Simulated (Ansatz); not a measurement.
Reaction (formal exchange of groups at the Al–Zn bond): `[CH3][AlH][Zn][CH3]` + `C#COC=C` → `C#C[O][AlH][CH3]` + `C=[CH][Zn][CH3]`

Program: Ansatz. Geometries: PBE0-D4/def2-TZVP. ΔE: electronic, gas phase. CCSD(T)/CBS adds triple-zeta CCSD(T) − MP2 to the extrapolated MP2 energy (def2 sets, frozen cores). Functionals use def2-TZVPP. B3LYP here is the variant with VWN-RPA as its local correlation; programs differ in this. For Zn outer-core shells are correlated without core-valence functions, which leaves a few kJ/mol of doubt a bond. Scalar relativity is left out up to krypton. One conformer a species, not always the lowest.

| level | ΔE (kJ/mol) | difference from CCSD(T)/CBS |
| --- | --- | --- |
| PBE0-D4 | -170.4 | 18.0 |
| B2PLYP | -190.6 | -2.2 |
| PBE | -164.8 | 23.6 |
| r2SCAN | -183.9 | 4.5 |
| PBE0 | -169.8 | 18.6 |
| B3LYP | -181.5 | 6.9 |
| MP2/def2-TZVPP | -204.5 | -16.1 |
| SCS-MP2/def2-TZVPP | -199.3 | -10.9 |
| CCSD/def2-TZVPP | -189.9 | -1.5 |
| CCSD(T)/def2-TZVPP | -189.3 | -0.9 |
| HF/def2-QZVPP | -188.1 | 0.3 |
| MP2/def2-QZVPP | -204.7 | -16.3 |
| SCS-MP2/def2-QZVPP | -199.6 | -11.2 |
| HF/CBS(def2) | -188.4 | 0.0 |
| MP2/CBS(def2) | -203.6 | -15.2 |
| CCSD/CBS(def2) | -189.0 | -0.6 |
| CCSD(T)/CBS | -188.4 | 0 |

Largest T1 diagnostic among the species: 0.014.

In def2-TZVPP, CCSD(T) changes the Hartree–Fock value by −3.3 kJ/mol (the triples alone add +0.5 kJ/mol) and MP2 by −18.5 kJ/mol. From PBE to PBE0 (25 % exact exchange), in def2-TZVPP and without D4, ΔE moves by −5.0 kJ/mol.

CCSD(T)/CBS has its own doubt, a few kJ/mol and more with outer-core shells, so smaller differences from it don't rank the levels.
